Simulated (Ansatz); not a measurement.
`C=C([SiH3])CC` + `CNB(C)Cl` → `CNB(C)[SiH3]` + `C=C(Cl)CC`  (formal exchange of groups at the Si–C bond)

Calculated with Ansatz (gas phase, PBE0-D4/def2-TZVP geometries, no zero-point term in ΔE). CCSD(T)/CBS adds triple-zeta CCSD(T) − MP2 to the extrapolated MP2 energy (def2 sets, frozen cores). DFT in def2-TZVPP. B3LYP here is the variant with VWN-RPA as its local correlation; programs differ in this. HSE06 is defined as in plane-wave codes. One conformer a species, not always the lowest.

| level | ΔE (kJ/mol) | difference from CCSD(T)/CBS |
| --- | --- | --- |
| LDA (SPW92) | 135.9 | -18.1 |
| revPBE-D4 | 137.7 | -16.3 |
| BLYP-D4 | 143.0 | -11.0 |
| r2SCAN-D4 | 148.8 | -5.2 |
| B97M-V | 150.0 | -4.0 |
| PBE0-D4 | 145.4 | -8.6 |
| r2SCANh-D4 | 151.1 | -2.9 |
| r2SCAN0-D4 | 154.3 | 0.3 |
| HSE06-D4 | 145.3 | -8.7 |
| BHLYP-D4 | 160.2 | 6.2 |
| ωB97X-V | 150.6 | -3.4 |
| ωB97M-V | 156.0 | 2.0 |
| B2PLYP | 153.3 | -0.7 |
| PBE-QIDH | 155.2 | 1.2 |
| PBE | 135.0 | -19.0 |
| BLYP | 139.9 | -14.1 |
| r2SCAN | 148.5 | -5.5 |
| PBE0 | 144.3 | -9.7 |
| B3LYP | 147.6 | -6.4 |
| r2SCANh | 150.8 | -3.2 |
| HSE06 | 144.3 | -9.7 |
| BHLYP | 158.3 | 4.3 |
| CAM-B3LYP | 151.9 | -2.1 |
| LC-ωPBE | 149.2 | -4.8 |
| RPA@PBE/def2-TZVPP | 148.5 | -5.5 |
| HF/def2-SVP | 178.0 | 24.0 |
| MP2/def2-SVP | 165.2 | 11.2 |
| CCSD/def2-SVP | 159.6 | 5.6 |
| CCSD(T)/def2-SVP | 157.0 | 3.0 |
| HF/def2-TZVPP | 169.5 | 15.5 |
| MP2/def2-TZVPP | 161.1 | 7.1 |
| SCS-MP2/def2-TZVPP | 158.8 | 4.8 |
| CCSD/def2-TZVPP | 156.1 | 2.1 |
| CCSD(T)/def2-TZVPP | 153.4 | -0.6 |
| HF/def2-QZVPP | 169.8 | 15.8 |
| MP2/def2-QZVPP | 161.5 | 7.5 |
| SCS-MP2/def2-QZVPP | 159.6 | 5.6 |
| HF/CBS(def2) | 169.8 | 15.8 |
| MP2/CBS(def2) | 161.7 | 7.7 |
| CCSD/CBS(def2) | 156.7 | 2.7 |
| CCSD(T)/CBS | 154.0 | 0 |

Largest T1 diagnostic among the species: 0.013.

At CCSD(T), def2-SVP lies +3.0 kJ/mol from the extrapolated value and def2-TZVPP −0.6 kJ/mol. From r2SCAN to r2SCAN0 (25 % exact exchange), in def2-TZVPP and without D4, ΔE moves by +5.4 kJ/mol. Leaving LDA and LC-ωPBE aside and taking each functional with its dispersion term where it has one, the values, not all of them listed here, spread over 23.8 kJ/mol, from PBE-D4 to BHLYP-D4.
